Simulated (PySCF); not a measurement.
Bonds broken one at a time in the series B I-H. Isolated molecules, 0 K electronic values unless said otherwise. Strings in code marks are SMILES.

The highest occupied spin orbital from two functionals at the same geometries (PBE0-D3(BJ)/def2-TZVP), both in PySCF: PBE-D3(BJ)/def2-TZVP and PBE0-D3(BJ)/def2-TZVP. 

```tsv
species	PBE-D3(BJ)/def2-TZVP (eV)
radical fragment (`[B](I)I`)	-4.84
radical fragment (`[I]`)	-6.70
radical fragment (`[BH]I`)	-4.85
radical fragment (`[BH2]`)	-4.92
```

What does PBE0-D3(BJ)/def2-TZVP give for each?


- radical fragment (`[B](I)I`): -6.02
- radical fragment (`[I]`): -7.86
- radical fragment (`[BH]I`): -6.08
- radical fragment (`[BH2]`): -6.16
Over these rows, drawn at random from the members with no instability flagged (it was tested for open shells, ions and some series alone), PBE minus PBE0-D3(BJ): mean +1.20 eV, from +1.15 eV to +1.24 eV.
